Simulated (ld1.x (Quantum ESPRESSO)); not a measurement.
O (Z = 8), TM: configuration errors across variants

- Element: oxygen
- Generator: ld1.x (Quantum ESPRESSO) 7.5
- Type: norm-conserving Troullier–Martins (Kleinman–Bylander form)
- Functional: LDA (PZ)
- Relativity: scalar-relativistic
- Frozen core: [He]
- Valence charge: 6
- Reference configuration: 2s2 2p4
- Partial waves: 2p (bound): rc 1.10 bohr; 3d channel at 0.25 Ry: rc 1.15 bohr; 2s (bound): rc 0.60 bohr
- Local potential: the s channel
- Core correction: Bessel-smoothed model core inside 0.30 bohr

All-electron excitation energies from the reference (eV): (1) 2s2 2p3 16.584; (2) 2s2 2p2 50.292; (3) 2s2 2p1 104.255; (4) 2s2 2p4.3 -2.174; (5) 2s2 2p3.5 6.366; (6) 2s0 2p6 29.228; (7) 2s1 2p5 14.584; (8) 2s2 2p4 spin -1.409; (9) 2s2 2p3 spin 12.572.

Spin tests fill each open shell by Hund’s rule, majority spin first.

Errors AE − PS in meV (a dash: test not solved or not reliable):

```csv
change,(1),(2),(3),(4),(5),(6),(7),(8),(9),bound ghosts
base,+2.4,+37,+191,+0.2,0.0,+57,+14,+25,+78,none
"all radii but the core radius scaled by about 0.78 (s 0.46, p 0.86, d 0.90 bohr)",+3.3,+37,+170,+0.3,+0.2,+51,+14,+15,+51,none
"all radii but the core radius scaled by about 0.85 (s 0.50, p 0.94, d 0.98 bohr)",+2.7,+34,+161,+0.3,+0.1,+59,+16,+20,+64,none
"all radii but the core radius scaled by about 0.95 (s 0.56, p 1.04, d 1.10 bohr)",+2.3,+34,+170,+0.2,0.0,+59,+15,+24,+74,none
"all radii but the core radius scaled by about 1.09 (s 0.66, p 1.20, d 1.26 bohr)",+3.4,+50,+254,+0.2,+0.1,+58,+14,+27,+82,none
"all radii but the core radius scaled by about 1.19 (s 0.72, p 1.30, d 1.36 bohr)",+6.7,+84,+402,+0.2,+0.5,+65,+16,+27,+85,none
"all radii but the core radius scaled by about 1.30 (s 0.78, p 1.42, d 1.50 bohr)",+11,+123,+565,+0.2,+1.1,+70,+17,+26,+82,none
```

Task: Give the same row for: all radii but the core radius scaled by about 1.38 (s 0.82, p 1.52, d 1.58 bohr).

Result: +17, +177, +786, +0.3, +2.0, +72, +17, +22, +73; bound ghosts: none.
